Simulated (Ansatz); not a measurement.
Cost and result for the atomization energy of `CN(C)CCCN` (21 atoms, 20 bonds).

Cartesian coordinates in Å:
```
C 2.271 -0.084 0.472
N 0.946 -0.065 -0.102
C 0.955 -0.649 -1.423
C -0.009 -0.718 0.781
C -1.470 -0.472 0.440
C -1.897 0.991 0.531
N -1.390 1.886 -0.495
H 2.265 0.419 1.441
H 2.656 -1.110 0.621
H 2.967 0.445 -0.182
H -0.026 -0.558 -1.891
H 1.231 -1.719 -1.409
H 1.676 -0.122 -2.052
H 0.173 -0.337 1.791
H 0.185 -1.808 0.819
H -1.713 -0.867 -0.553
H -2.066 -1.061 1.148
H -1.585 1.384 1.506
H -2.991 1.048 0.522
H -0.387 1.752 -0.570
H -1.789 1.647 -1.395
```

Charge 0, multiplicity 1. Geometry: relaxed with PBE0-D4/def2-TZVP. It is one conformer, not always the lowest. Program: Ansatz. All runs use 2 threads of an AMD EPYC 7R13 on a shared host and a share of an NVIDIA H100 80 GB. Times are those of one run each, without the atoms' runs, and a repeat can differ threefold. Electronic energies, without spin–orbit coupling; frozen cores. CCSD(T)/CBS adds CCSD(T) − MP2 in def2-TZVPP to the MP2 limit, and its time is that of the two runs behind it. T1 = 0.010. B3LYP takes the VWN-RPA correlation (the form of Gaussian; ORCA's B3LYP/G).

CCSD(T)/CBS is a level of theory with its own doubt, some kJ/mol a heavy atom from the limit and from the frozen cores, so smaller differences don't rank the functionals.

```tsv
level	functions	wall time
PBE-D4/def2-TZVPP (with forces)	413	12 s
B3LYP-D4/def2-TZVPP (with forces)	413	13 s
B2PLYP/def2-TZVPP	413	13 s
PBE0-D4/def2-TZVPP	413	14 s
r2SCAN-D4/def2-TZVPP (with forces)	413	14 s
ωB97M-V/def2-TZVPP (with forces)	413	14 s
MP2/def2-QZVPP	819	15 s
ωB97X-V/def2-TZVPP	413	16 s
CCSD(T)/def2-TZVPP	413	26 s
CCSD(T)/CBS(def2)	–	41 s
```

(1) What atomization energy does each give, and how far from CCSD(T)/CBS? (Best estimate.)

Answers

(1) Ansatz gave: 
```
                             level  atomization (kcal/mol)  difference from CCSD(T)/CBS  per bond
   PBE-D4/def2-TZVPP (with forces)                  1959.4                         42.7       2.1
 B3LYP-D4/def2-TZVPP (with forces)                  1924.0                          7.3       0.4
                 B2PLYP/def2-TZVPP                  1899.2                        -17.5      -0.9
                PBE0-D4/def2-TZVPP                  1930.1                         13.4       0.7
r2SCAN-D4/def2-TZVPP (with forces)                  1915.5                         -1.2      -0.1
  ωB97M-V/def2-TZVPP (with forces)                  1924.9                          8.2       0.4
                    MP2/def2-QZVPP                  1914.7                         -2.0      -0.1
                ωB97X-V/def2-TZVPP                  1923.7                          7.0       0.3
                CCSD(T)/def2-TZVPP                  1870.8                        -45.9      -2.3
                 CCSD(T)/CBS(def2)                  1916.7                          0.0       0.0
```

From PBE to PBE0 (25 % exact exchange), in def2-TZVPP and without D4, the atomization energy moves by −27.7 kcal/mol: exact exchange takes away binding that semilocal exchange gives to molecules. In def2-TZVPP, CCSD(T) changes the Hartree–Fock value by +480.7 kcal/mol (the triples alone add +25.3 kcal/mol) and MP2 by +497.6 kcal/mol; breaking electron pairs costs correlation energy, which Hartree–Fock lacks. The D4 term adds +16.8 kcal/mol with B3LYP and +9.1 kcal/mol with PBE0; it sums over pairs of atoms, weighted by their polarisabilities, and B3LYP, whose exchange is more repulsive, gets the larger term.
